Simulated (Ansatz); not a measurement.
Consider the ligand exchange at the Si–C bond: `N[SiH](O)CO` + HBr → `N[SiH](O)Br` + CH₃OH.

Computed with Ansatz on PBE0-D4/def2-TZVP structures; ΔE is electronic, products minus reactants. CCSD(T)/CBS adds triple-zeta CCSD(T) − MP2 to the extrapolated MP2 energy (def2 sets, frozen cores). This one scheme is used for every species. DFT in def2-TZVPP. For Br outer-core shells are correlated without core-valence functions, which leaves a few kJ/mol of doubt a bond. Scalar relativity is left out up to krypton. One conformer a species, not always the lowest.

`N[SiH](O)CO`:

Z-matrix (Å, degrees):
```
Si
O 1 1.643
C 1 1.878 2 111.6
N 1 1.729 2 107.9 3 112.6
H 1 1.487 2 105.2 3 -123.3
H 2 0.960 1 115.4 3 -40.3
O 3 1.427 1 108.1 2 62.4
H 3 1.094 1 110.9 2 -54.8
H 3 1.101 1 112.7 2 -174.0
H 4 1.009 1 119.4 2 176.9
H 4 1.009 1 118.1 2 39.0
H 7 0.965 3 106.8 1 43.7
```

HBr:

```xyz
2

Br    0.664   -0.093   -0.235
H    -0.664    0.093    0.235
```

`N[SiH](O)Br`:

Z-matrix (Å, degrees):
```
Si
O 1 1.631
Br 1 2.227 2 112.6
N 1 1.699 2 111.4 3 117.0
H 1 1.475 2 103.7 3 -115.7
H 2 0.960 1 116.8 3 -66.7
H 4 1.006 1 121.0 2 -145.9
H 4 1.007 1 121.4 2 61.0
```

CH₃OH:

Cartesian coordinates in Å:
```
C 0.309 0.164 -0.067
O -1.053 -0.156 -0.233
H 0.557 0.908 -0.825
H 0.963 -0.704 -0.215
H 0.519 0.599 0.918
H -1.295 -0.812 0.423
```

| level | ΔE (kJ/mol) | difference from CCSD(T)/CBS |
| --- | --- | --- |
| B97M-V | -117.7 | 3.3 |
| PBE0-D4 | -118.4 | 2.6 |
| r2SCAN0-D4 | -122.7 | -1.7 |
| ωB97M-V | -117.0 | 4.0 |
| PBE-QIDH | -123.4 | -2.4 |
| r2SCAN | -119.6 | 1.4 |
| CAM-B3LYP | -117.6 | 3.4 |
| CCSD(T)/def2-TZVPP | -114.8 | 6.2 |
| HF/CBS(def2) | -137.6 | -16.6 |
| MP2/CBS(def2) | -128.5 | -7.5 |
| CCSD(T)/CBS | -121.0 | 0 |

Largest T1 diagnostic among the species: 0.011.

From BLYP to BHLYP (50 % exact exchange), in def2-TZVPP and without D4, ΔE moves by −9.5 kJ/mol. Leaving LDA and LC-ωPBE aside and taking each functional with its dispersion term where it has one, the values, not all of them listed here, spread over 14.8 kJ/mol, from BHLYP-D4 to revPBE-D4. LDA lies +10.0 kJ/mol from PBE without D4. In def2-TZVPP, CCSD(T) changes the Hartree–Fock value by +22.4 kJ/mol (the triples alone add +2.4 kJ/mol) and MP2 by +14.9 kJ/mol.

CCSD(T)/CBS has its own doubt, a few kJ/mol and more with outer-core shells, so smaller differences from it don't rank the levels.
